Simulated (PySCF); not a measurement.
# Correlation energy of V⁺ (vanadium, charge +1)

[Ar] 3d3 4s1, high-spin 5F determinant (an excited configuration). Computed with PySCF 2.14 in x2c-TZVPPall with one added diffuse shell each of s, p, d, f type (7s6p5d3f1g, 80 functions), with the spin-free X2C one-electron Hamiltonian (Gaussian nucleus). Frozen: [Ar]; 4 electrons correlated.

```tsv
level	correlation energy (mhartree)
CCSD	-32.63
(T)	-0.33
CCSD(T)	-32.96
```

Diagnostics: T1 = 0.0071, D1 = 0.0129, largest double amplitude 0.020.

Cost of the coupled-cluster step: roughly 7 core-seconds, for 4 correlated electrons.
